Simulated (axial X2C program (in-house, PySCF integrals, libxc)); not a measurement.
## Ga₂: cheaper levels and CCSD(T), with spin–orbit coupling

All values were computed with an in-house all-electron X2C program for linear molecules (integrals from PySCF). Two-component (2c) means X2C with spin–orbit coupling and atomic mean-field two-electron Coulomb and Gaunt terms. Basis: Ga dyall-cv3z [9s9p7d4f1g] (cores contracted in-house); Gaussian nuclei, density fitting, unrestricted open shells. Masses: Ga 68.926 u.

State: Ω = 1 (⟨Sz⟩ = 1.00, ⟨Lz⟩ = 0.00 at HF); fragments Ga + Ga.

| level | Re (Å) | ωe (cm⁻¹) | De (eV) |
| --- | --- | --- | --- |
| PBE0 | 2.433 | 212.1 | n/a |
| HF | 2.532 | 189.7 | n/a |
| MP2 | 2.460 | 217.4 | 1.00 |
| CCSD | 2.488 | 203.7 | 0.884 |
| PW91 | 2.437 | 206.3 | n/a |

Correlated methods: 6 electrons correlated (number of frozen shells: Ga 3 s, 2 p, 1 d), 322 virtual spin orbitals or spinors in MP2, 90 natural virtuals in coupled cluster.

CCSD(T), same Hamiltonian and basis:

Re = 2.483 Å, ωe = 206.1 cm⁻¹, De = 1.03 eV; T1 = 0.025 (Lee–Taylor normalisation).

Give the differences from CCSD(T) in the columns below.



```csv
level,ΔRe (Å),Δωe (cm⁻¹),ΔDe (eV)
PBE0,-0.050,6.0,n/a
HF,0.049,-16.4,n/a
MP2,-0.023,11.3,-0.03
CCSD,0.005,-2.4,-0.15
PW91,-0.046,0.2,n/a
```

De is counted from the lowest determinant-based energies of the atoms at the same level, without counterpoise correction. De is not given where an atomic determinant may have missed its ground term or J level, or where the truncated virtual space spoils (T). Density functionals use the spin component along the axis (collinear). Coupled cluster ran in a truncated set of natural virtual spinors; the MP2 energy of the rest was added. (T) has no such correction and the atoms are truncated less, which lowers De at CCSD(T) by a hundredth of an eV or more. The functionals have no current-density term, which raises determinants with orbital currents, atoms included. The state is one determinant with fixed occupations, lowest in a PBE0 search at one distance only: followed along the bond, the spin-free determinant M_S = 1, Λ = 1 reaches 0.08 eV lower at PBE0, at Re = 2.690 Å, so the state shown is not the lowest. With several unpaired electrons one determinant need not be a pure state. Open-shell Ω = 0 determinants with evenly filled partner blocks cannot be reached by this program, so the Ω shown need not be the lowest component. At some level and bond length an empty orbital lies below a filled one. This is the Ω = 1 component of a π² triplet; the 0⁺ component is not one determinant and can lie lowest. With the outer-core shells frozen, correlated bond lengths of heavy atoms tend to come out a few hundredths of an ångström too long.
